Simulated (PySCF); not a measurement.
[Co(NH3)6]3+ (charge 3, multiplicity 5), TPSSh-D3(BJ)/def2-TZVP // r2SCAN-D4/def2-SVP run with PySCF 2.14.0. The run hit its time limit unfinished.

```python
import json, numpy as np
from pyscf import gto, dft
from fastk import lowrank_exchange
atoms = """
Co     0.013810    -0.017150     0.036365
N     -1.869307     0.730721    -0.774364
H     -2.714906     0.420043    -0.274924
H     -2.031688     0.441390    -1.749466
H     -1.951598     1.757262    -0.795320
N     -1.039302    -0.373143     1.890238
H     -0.412927    -0.670694     2.653833
H     -1.760164    -1.108265     1.850641
H     -1.528041     0.450398     2.270448
N      1.962933    -0.784364     0.569307
H      1.964224    -1.274795     1.476710
H      2.703068    -0.073670     0.662503
H      2.346961    -1.474880    -0.092013
N      0.585525     1.923316     0.837888
H     -0.193224     2.588912     0.946679
H      1.268466     2.437969     0.263438
H      1.016243     1.887782     1.772975
N      0.869175     0.525616    -1.896781
H      1.894774     0.620207    -1.910270
H      0.527737     1.431281    -2.249005
H      0.666915    -0.137433    -2.658666
N     -0.503200    -2.029147    -0.611374
H     -1.496759    -2.157568    -0.851757
H     -0.314222    -2.763021     0.086490
H     -0.004446    -2.350761    -1.453569
"""
def scf(charge, spin, dm0=None):
    mol = gto.M(atom=atoms, basis='def2-tzvp', ecp={}, charge=charge, spin=spin, verbose=4, max_memory=5040)
    mf = dft.KS(mol, xc='tpssh').density_fit(auxbasis="def2-universal-jkfit")
    mf.disp = 'd3bj'
    mf.grids.level = 3
    mf.conv_tol = 1e-8
    mf.max_cycle = 120
    mf.level_shift = 0.25
    mf.kernel(dm0)
    if not mf.converged:
        mf = mf.newton().run(mf.mo_coeff, mf.mo_occ).undo_soscf()
    return mf
mf = scf(3, 4)
lowrank_exchange(mf)  # same exchange matrices as the stock routine, built faster for response steps
mo, _, stable, _ = mf.stability(return_status=True)
if not stable:
    mf.kernel(mf.make_rdm1(mo, mf.mo_occ))
e, occ = np.ravel(mf.mo_energy), np.ravel(mf.mo_occ)
ev = 27.211386245988
occupied, empty = np.sort(e[occ > 0]) * ev, np.sort(e[occ == 0]) * ev
print("highest occupied levels (eV):", np.round(occupied[-6:], 3))
print("lowest empty levels (eV):", np.round(empty[:6], 3))
res = dict(converged=bool(mf.converged), energy=mf.e_tot, dispersion=float(mf.get_dispersion()) if mf.do_disp() else 0.0, nlc=bool(mf.do_nlc()), nao=mf.mol.nao, cycles=mf.cycles,
           occupied=occupied[-8:].tolist(), empty=empty[:8].tolist(), dipole=mf.dip_moment().tolist(), s2=float(mf.spin_square()[0]),
           mulliken=mf.mulliken_pop(verbose=3)[1].tolist(), meta_lowdin=mf.mulliken_meta(verbose=3)[1].tolist())
res["spin_pop"] = mf.mulliken_spin_pop(verbose=3)[1].tolist()
json.dump(res, open("result.json", "w"))
```

The last lines of the output:

```
cycle= 119 E= -1721.35281151116  delta_E= -5.31e-08  |g|= 0.000242  |ddm|= 0.000835
  alpha nocc = 44  HOMO = -0.735471317024651  LUMO = -0.196270803506692
  beta  nocc = 40  HOMO = -0.784002261048935  LUMO = -0.425863034329148
  HOMO = -0.735471317025  LUMO = -0.425863034329  gap/eV = 8.42487
cycle= 120 E= -1721.35281154782  delta_E= -3.67e-08  |g|= 6.26e-05  |ddm|= 0.000231
SCF not converged.
SCF energy = -1721.35281154782 after 120 cycles  <S^2> = 6.00478  2S+1 = 5.0019116

******** <class 'pyscf.soscf.newton_ah.SecondOrderDFUKS'> ********
method = SecondOrderDFUKS
initial guess = minao
damping factor = 0
level_shift factor = 0.25
DIIS = <class 'pyscf.scf.diis.CDIIS'>
diis_start_cycle = 1
diis_space = 8
diis_damp = 0
SCF conv_tol = 1e-08
SCF conv_tol_grad = None
SCF max_cycles = 120
direct_scf = False
number electrons alpha = 44  beta = 40
XC library pyscf.dft.libxc version 7.1.2
    S. Lehtola, C. Steigemann, M. J. T. Oliveira, and M. A. L. Marques,  SoftwareX 7, 1–5 (2018)
XC functionals = tpssh
    V. N. Staroverov, G. E. Scuseria, J. Tao, and J. P. Perdew,  J. Chem. Phys. 119, 12129 (2003)
radial grids:
    Treutler-Ahlrichs [JCP 102, 346 (1995); DOI:10.1063/1.469408] (M4) radial grids

becke partition: Becke, JCP 88, 2547 (1988); DOI:10.1063/1.454033
grids dens level: 3
symmetrized grids: False
small_rho_cutoff = 0
******** <class 'pyscf.df.df_jk.DFUKS'> Newton solver flags ********
SCF tol = 1e-08
conv_tol_grad = None
max. SCF cycles = 120
direct_scf = False
max_cycle_inner = 12
max_stepsize = 0.05
ah_start_tol = 1e+09
ah_level_shift = 0
ah_conv_tol = 1e-12
ah_lindep = 1e-14
ah_start_cycle = 1
ah_max_cycle = 40
ah_grad_trust_region = 2.5
kf_interval = 4
kf_trust_region = 5
canonicalization = True
Set conv_tol_grad to 0.0001
  alpha nocc = 44  HOMO = -0.73546929883737  LUMO = -0.446269897191501
  beta  nocc = 40  HOMO = -0.783999086975344  LUMO = -0.675859869489958
  HOMO = -0.735469298837  LUMO = -0.67585986949  gap/eV = 1.62206
Initial guess E= -1721.35281154782  |g|= 6.26021e-05
macro= 0  E= -1721.35281185407  delta_E= -3.06251e-07  |g|= 6.26021e-05  1 KF 5 JK
macro= 1  E= -1721.35281244392  delta_E= -5.89856e-07  |g|= 5.81403e-05  2 KF 14 JK
macro= 2  E= -1721.35281244393  delta_E= -7.7307e-12  |g|= 2.26735e-05  1 KF 2 JK
Canonicalize SCF orbitals
macro X = 3  E=-1721.35281244393  |g|= 2.26735e-05  total 5 KF 25 JK
converged SCF energy = -1721.35281244393  <S^2> = 6.0047803  2S+1 = 5.0019118
```
